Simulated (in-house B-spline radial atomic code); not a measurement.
## Ionising Sr II (Sr+) with different functionals

Computed with a B-spline radial code for spherical atoms: four-component Dirac-Coulomb Hamiltonian, Fermi nucleus of rms radius 4.224 fm, spin-restricted, spherical fractional occupations for the functionals. The ionisation energy is the difference of two self-consistent energies, [Kr] 5s1 → [Ar] 3d10 4s2 4p6, without Breit or QED terms; ε is the level of the shell that loses the electron (mean over j).

Hybrids are left out here: with spherical fractional occupations of an open shell their exact exchange keeps a self-interaction that integer-occupation calculations don't have.

```
           method  rung  ΔSCF (eV)  -ε(5s) (eV)
         LDA VWN5   LDA      11.17         8.58
 relativistic LDA   LDA      11.16         8.57
         LDA PW92   LDA      11.18         8.58
LDA exchange-only   LDA      10.33         7.71
              PBE   GGA          ?            ?
           PBEsol   GGA      10.89         8.34
             BLYP   GGA          ?            ?
             RPBE   GGA      10.98         8.22
             PW91   GGA      11.05         8.37
             BP86   GGA      11.02         8.53
             AM05   GGA      10.86         8.30
             OLYP   GGA      10.94         7.99
```

Task: What does BLYP give?

Result: ΔSCF 11.12 eV, and -ε(5s) = 8.37 eV.

Task: What does PBE give?

Result: ΔSCF 11.01 eV, and -ε(5s) = 8.35 eV.

Task: How do they compare with the NIST value?

Result: NIST lists 11.030 eV (measured, ground level to ground level). Errors run from -0.70 to +0.15 eV; BP86 is closest (-0.01 eV), but part of that can be cancellation, since the calculations leave out Breit-QED terms, spin polarisation.
